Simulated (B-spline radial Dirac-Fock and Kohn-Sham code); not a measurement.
# Core and valence levels of Pb⁺

System: lead as Pb⁺, [Xe] 4f14 5d10 6s2 6p1, inside a Watson sphere of charge -1 and radius 2.4 Å (a model of the Madelung potential; inside it an electron's potential energy is raised by 6.0 eV); nuclear rms radius 5.5012 fm (A = 208).

Calculated with a B-spline atomic structure program, using Dirac-Fock ΔSCF + Breit + QED. No correlation. Energies are counted from the vacuum level.

All terms are in eV, carry their sign (relaxation lowers the binding energy) and add up to the binding energy; ⟨r⟩ is the mean radius of the orbital in the initial state.

```csv
subshell,−ε (Koopmans),relaxation,Breit,self-energy,vacuum polarisation,binding energy,⟨r⟩ (bohr)
K,88599.1,-96.02,-323.05,-217.36,46.48,88009.2,0.016
L1,15999.0,-57.92,-37.74,-33.03,6.69,15877.0,0.067
L2,15335.2,-62.98,-62.47,-1.27,0.48,15208.9,0.055
L3,13142.2,-58.76,-36.03,-2.75,-0.22,13044.5,0.064
M1,3913.6,-32.81,-7.03,-7.68,1.53,?,0.174
M2,3615.7,-34.11,-12.05,-0.46,0.12,3569.1,0.164
M3,3120.1,-31.79,-6.40,-0.69,-0.07,3081.2,0.181
M4,2636.2,-35.01,-5.24,0.54,-0.07,2596.4,0.157
M5,2531.7,-34.21,-3.36,0.26,-0.07,2494.4,0.162
N1,926.7,-14.49,-1.45,-1.93,0.39,909.2,0.384
N2,796.8,-14.49,-2.57,-0.07,0.02,779.7,0.386
N3,673.9,-13.16,-1.15,-0.13,-0.02,659.4,0.418
N4,462.3,-13.09,-0.71,0.15,-0.02,448.6,0.424
N5,439.0,-12.66,-0.29,0.09,-0.02,426.2,0.434
N6,163.3,-12.65,0.16,0.12,-0.02,150.9,0.449
N7,158.1,-12.43,0.33,0.10,-0.02,146.1,0.455
O1,169.1,-4.55,-0.22,-0.38,0.08,164.0,0.864
O2,122.7,-4.20,-0.39,0.01,0.00,118.1,0.925
O3,99.66,-3.59,-0.12,0.00,-0.01,95.94,1.011
O4,32.83,-2.62,-0.01,0.04,-0.01,30.23,1.260
O5,30.05,-2.43,0.03,0.03,-0.01,27.68,1.307
P1,16.45,-0.52,-0.02,-0.05,0.01,15.87,2.314
"P2,3",7.50,-0.17,-0.01,0.01,0.00,7.32,3.240
```

Task: Which binding energy belongs in the row of M1?

Result: 3867.6 eV, the sum of the terms in that row (to rounding).

For the deepest level, K (1s), the Breit terms make up -0.367 % of the binding energy, QED -0.194 % and orbital relaxation -0.109 %.

Spin-orbit splittings: 2p 2164.4 eV, 3p 488.0 eV, 3d 102.1 eV, 4p 120.2 eV, 4d 22.43 eV, 4f 4.85 eV, 5p 22.16 eV, 5d 2.56 eV.
